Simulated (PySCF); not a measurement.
Method: PBE0-D4/def2-TZVP (PySCF 2.14.0). Isolated molecules, 0 K electronic values unless said otherwise. Delta-SCF ions had no search for a lower state. Excitations are Tamm–Dancoff values on a coarser integration grid. The basis has no diffuse functions, so Rydberg states are missing or too high.

Reference species (SMILES): `[Ga]([F])([F])[F]` (neutral, multiplicity 1).

```
Item                                       Value
--------------------------------------  --------
HOMO–LUMO gap                            9.42 eV
vertical ionisation energy (Delta-SCF)  14.36 eV
S1 excitation (TDA)                      7.55 eV
T1 excitation (TDA)                      7.17 eV
```

Changed species: `[Br][Ga]([F])[F]` (1 of 3 F replaced by Br; the reference has 0 of 3 F replaced by Br).

Question: What does the change do to the HOMO–LUMO gap, vertical ionisation energy (Delta-SCF), S1 excitation (TDA) and T1 excitation (TDA)?

Answer: the HOMO–LUMO gap falls by 2.21 eV, to 7.21 eV; the vertical ionisation energy (Delta-SCF) falls by 2.39 eV, to 11.97 eV; the S1 excitation (TDA) falls by 1.77 eV, to 5.78 eV; the T1 excitation (TDA) decreases by 1.83 eV, to 5.34 eV.
